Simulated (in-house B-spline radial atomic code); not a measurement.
**Ionising Ba+ with different functionals**

Computed with a B-spline radial code for spherical atoms: scalar-relativistic (spin-free X2C) Hamiltonian, Fermi nucleus of rms radius 4.8378 fm, spin-polarised at highest spin, spherical fractional occupations for the functionals, and exact exchange of hybrids averaged over the configuration. The ionisation energy is the difference of two self-consistent energies, [Xe] 6s1 → [Kr] 4d10 5s2 5p6, without Breit or QED terms; ε is the level of the shell that loses the electron (its least bound occupied spin orbital). There is no spin-orbit coupling in this Hamiltonian.

```json
{"method": "PBE0", "rung": "global hybrid", "ΔSCF (eV)": "10.00", "-ε(6s) (eV)": "8.35"}
{"method": "B3LYP", "rung": "global hybrid", "ΔSCF (eV)": "10.19", "-ε(6s) (eV)": "8.32"}
{"method": "TPSSh", "rung": "global hybrid", "ΔSCF (eV)": "9.81", "-ε(6s) (eV)": "7.92"}
{"method": "BHandHLYP", "rung": "global hybrid", "ΔSCF (eV)": "9.95", "-ε(6s) (eV)": "8.76"}
{"method": "r2SCAN0", "rung": "global hybrid", "ΔSCF (eV)": "9.84", "-ε(6s) (eV)": "8.43"}
{"method": "B97-1", "rung": "global hybrid", "ΔSCF (eV)": "9.79", "-ε(6s) (eV)": "8.04"}
{"method": "HSE06", "rung": "range-separated hybrid", "ΔSCF (eV)": "10.03", "-ε(6s) (eV)": "8.06"}
{"method": "wB97X", "rung": "range-separated hybrid", "ΔSCF (eV)": "9.62", "-ε(6s) (eV)": "9.62"}
{"method": "CAM-B3LYP", "rung": "range-separated hybrid", "ΔSCF (eV)": "10.10", "-ε(6s) (eV)": "9.21"}
{"method": "LC-wPBE", "rung": "range-separated hybrid", "ΔSCF (eV)": "9.76", "-ε(6s) (eV)": "9.88"}
```

Q: Among the functionals, which spreads more, the ΔSCF values or the orbital energies?

A: The orbital energies: ΔSCF values span about 0.58 eV and the orbital energies 1.96 eV.

Q: How do they compare with the NIST value?

A: NIST lists 10.004 eV (measured, ground level to ground level). Errors run from -0.39 to +0.19 eV; PBE0 is closest (-0.00 eV), but part of that can be cancellation, since the calculations leave out Breit-QED terms.
